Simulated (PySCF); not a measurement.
SMILES C[Si](C)(C)/C=C\C#N (C6H11NSi) (GFN2-xTB optimised geometry):

```
19

C     -0.953    -0.309    -1.485
Si    -0.273     0.672     0.000
C      1.632     0.672     0.000
C     -0.949     2.454     0.000
C     -0.889    -0.138     1.609
C     -0.627    -1.393     1.982
C      0.151    -2.277     1.211
N      0.782    -3.017     0.602
H     -0.641     0.137    -2.424
H     -0.591    -1.332    -1.469
H     -2.039    -0.342    -1.481
H      2.018    -0.342     0.031
H      2.034     1.205     0.857
H      2.024     1.146    -0.895
H     -2.034     2.470     0.026
H     -0.591     3.017     0.857
H     -0.637     2.988    -0.892
H     -1.500     0.455     2.279
H     -0.997    -1.821     2.908
```

Computed with B3LYP/def2-SVP (PySCF).

Task: What are the frontier orbital energies and the dipole moment?

Result: HOMO-2 -8.65 eV, HOMO-1 -8.43 eV, HOMO -7.69 eV, LUMO -1.76 eV, LUMO+1 0.52 eV; dipole moment 3.44 D.

On the same geometry PBE/def2-SVP in PySCF gives HOMO-2 -7.49 eV, HOMO-1 -7.32 eV, HOMO -6.78 eV, LUMO -2.51 eV, LUMO+1 -0.29 eV; dipole moment 3.34 D.

Meta-Löwdin charges at B3LYP/def2-SVP: C1 -0.54, Si2 0.90, C3 -0.54, C4 -0.54, C5 -0.28, C6 -0.12, C7 0.10, N8 -0.22, H9 0.11, H10 0.12, H11 0.11, H12 0.12, H13 0.11, H14 0.11, H15 0.11, H16 0.11, H17 0.11, H18 0.11, H19 0.12.
